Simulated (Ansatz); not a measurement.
Al2B2, relaxed as a singlet with RKS PBE0-D4/def2-TZVP in Ansatz, starting from the GFN2-xTB geometry. Force threshold 0.02 eV/Å.

The restricted singlet is unstable: a solution with broken spin symmetry lies lower. At PBE0-D4/def2-TZVP a triplet of charge 0 lies 0.18 eV below the restricted singlet, each at its own geometry. The structure comes from a short search, and lower isomers may exist.

Start:

Cartesian coordinates in Å:
```
B -0.641 0.360 -0.037
B 0.635 -0.357 0.062
Al 0.902 1.849 0.022
Al -0.896 -1.852 -0.046
```

Problem. Estimate the energy that the relaxation releases and the steps that it takes.

Solution. 0.21 eV, in 9 steps; 15 s on 2 threads of Arm Neoverse V2 on a shared host. No frequencies were taken in this run, so the end may be a saddle point.

Problem. Does the start keep its bonding and symmetry?

Solution. By distances, no bond broke or formed. The bond that changes most is B1–Al4, from 2.23 to 2.17 Å (atoms count from 1). Point group C2h at the start, C2v at the end, both within 0.05 Å.

Problem. Predict the relaxed structure.

Solution. 
```xyz
4

B    -0.701    0.336    0.505
B     0.623   -0.320    0.607
Al    0.796    1.522   -0.528
Al   -0.718   -1.538   -0.584
```
Bond lengths (bridged metal pairs left out): 4 × Al–B 2.17 Å; 1 × B–B 1.48 Å.
